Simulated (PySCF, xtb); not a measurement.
C5H7F, SMILES C[C@H]1C=C(F)C1.

Harmonic wavenumbers (cm⁻¹) from GFN2-xTB in xtb 6.7.1 at its own minimum, in rising order: 134, 210, 297, 408, 417, 457, 641, 778, 849, 918, 937, 993, 1032, 1048, 1082, 1143, 1167, 1193, 1209, 1284, 1321, 1406, 1449, 1493, 1497, 1730, 2954, 3001, 3012, 3033, 3037, 3042, 3156.

Task: What does B3LYP-D3(BJ)/def2-SVP (PySCF) give at its own minimum? (An estimate is asked for; the answer gives what the named calculation found.)

Result: 141, 252, 312, 441, 445, 455, 651, 785, 838, 884, 926, 989, 1036, 1065, 1079, 1160, 1176, 1209, 1235, 1339, 1359, 1397, 1454, 1467, 1470, 1743, 3021, 3035, 3046, 3102, 3105, 3106, 3228. Paired by order, the mean absolute difference is 27 cm⁻¹ and the zero-point energies are 66.2 and 67.1 kcal/mol.
